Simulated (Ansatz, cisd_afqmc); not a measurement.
Species: PN, charge 0, singlet. PN (SMILES N#P).
B3LYP-D3(BJ)/def2-TZVP minimum from Ansatz (a program for electronic structure):
```xyz
2

N      0.0000     0.0000    -1.0110
P      0.0000     0.0000     0.4718
```

Total energies in cc-pV(Q+d)Z, 10 correlated electrons, 6 frozen orbitals. Radicals and triplets start from unrestricted determinants; spin-orbit coupling is neglected. Correlated methods leave the cores frozen. No relativity. The Monte Carlo rows (phaseless AFQMC, CISD trial, step 0.005/hartree) carry one-sigma bars that omit the constraint's bias. Outlying blocks are dropped, and bars are widened where a walk drifts. Over all cases where full CI ran beside it in this data, AFQMC minus full CI had a median of +0.1 mEh and passed +0.4 mEh in a tenth of the cases. The restricted determinant of NP (N#P, singlet) is unstable towards broken spin symmetry in at least one set run.

```json
[
 {"method": "HF", "program": "Ansatz", "energy (Eh)": "-395.18738", "minus CCSDT(Q) (mEh)": "392.25"},
 {"method": "MP2", "program": "Ansatz", "energy (Eh)": "-395.55715", "minus CCSDT(Q) (mEh)": "22.48"},
 {"method": "CCSD", "program": "Ansatz", "energy (Eh)": "-395.55202", "minus CCSDT(Q) (mEh)": "27.61"},
 {"method": "CCSD(T)", "program": "Ansatz", "energy (Eh)": "-395.57693", "minus CCSDT(Q) (mEh)": "2.70"},
 {"method": "CCSDT(Q)", "program": "Ansatz", "energy (Eh)": "-395.57963", "minus CCSDT(Q) (mEh)": "0.00"},
 {"method": "AFQMC/CISD", "program": "cisd_afqmc", "energy (Eh)": "-395.5778 ± 0.0008", "minus CCSDT(Q) (mEh)": "1.8 ± 0.8"}
]
```

Rough core times of Ansatz's runs on a shared machine: CCSD(T) under 20 s, CCSDT(Q) 4 min.
